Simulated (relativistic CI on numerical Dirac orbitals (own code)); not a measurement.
# d4 in a ligand field

Computed with a parametric ligand-field model of a d^n configuration (Racah B and C, spin-orbit zeta, crystal field), exact diagonalisation.

Field parameters in Wybourne normalisation: Oh B⁴₀ = 21Dq, B⁴₄ = √(5/14) B⁴₀; Td as Oh with Dq negative (B⁴₀ = 21Dq, B⁴₄ = √(5/14) B⁴₀). The field is a parameter set, without covalency.

Problem. Lowest levels for B = 600, C = 3100, ζ = 950 cm⁻¹, Oh, 10Dq = 32800 cm⁻¹?

Solution. A1 0 (S 1.01), T1 619 (S 1.01), E 1524 (S 1.00), T2 1526 (S 1.00), T2 9967 (S 0.03), E 10666 (S 0.02), A2 15559 (S 2.00), T2 15577 (S 2.00), E 15595 (S 1.99) cm⁻¹, with S from ⟨S²⟩ = S(S + 1). The ground level has 0.03 electrons in the cubic e pair.

Problem. Lowest levels for B = 880, C = 4500, ζ = 140 cm⁻¹, Oh, 10Dq = 14150 cm⁻¹?

Solution. A1 0 (S 2.00), T1 1 (S 2.00), E 3 (S 2.00), T2 4 (S 2.00), A2 6 (S 2.00), A1 11261 (S 1.00), T1 11319 (S 1.00), T2 11425 (S 1.00), E 11426 (S 1.00) cm⁻¹, with S from ⟨S²⟩ = S(S + 1). The ground level has 1.00 electrons in the cubic e pair.

Problem. Lowest levels for B = 630, C = 2760, ζ = 850 cm⁻¹, Td, 10Dq = -9750 cm⁻¹?

Solution. A1 0 (S 1.93), T1 229 (S 1.97), T2 395 (S 1.99), E 972 (S 1.99), T1 1055 (S 1.99), T2 1478 (S 1.99), A1 3465 (S 0.53), T1 6631 (S 1.04), E 6893 (S 1.01) cm⁻¹, with S from ⟨S²⟩ = S(S + 1). The ground level has 2.07 electrons in the cubic e pair.

Problem. Lowest levels for B = 1010, C = 4150, ζ = 720 cm⁻¹, Td, 10Dq = -3200 cm⁻¹?

Solution. A1 0 (S 2.00), T1 124 (S 2.00), T2 251 (S 2.00), E 681 (S 2.00), T1 770 (S 2.00), T2 1125 (S 2.00), A2 3842 (S 2.00), T2 3892 (S 2.00), E 3938 (S 2.00) cm⁻¹, with S from ⟨S²⟩ = S(S + 1). The ground level has 1.95 electrons in the cubic e pair.

Problem. Lowest levels for B = 590, C = 2720, ζ = 3350 cm⁻¹, Oh, 10Dq = 36100 cm⁻¹?

Solution. A1 0 (S 1.01), T1 3422 (S 1.04), T2 6085 (S 0.92), E 6190 (S 0.97), T2 14322 (S 0.29), E 14821 (S 0.23), A1 25191 (S 0.92), A2 25256 (S 1.98), T2 25350 (S 1.96) cm⁻¹, with S from ⟨S²⟩ = S(S + 1). The ground level has 0.09 electrons in the cubic e pair.
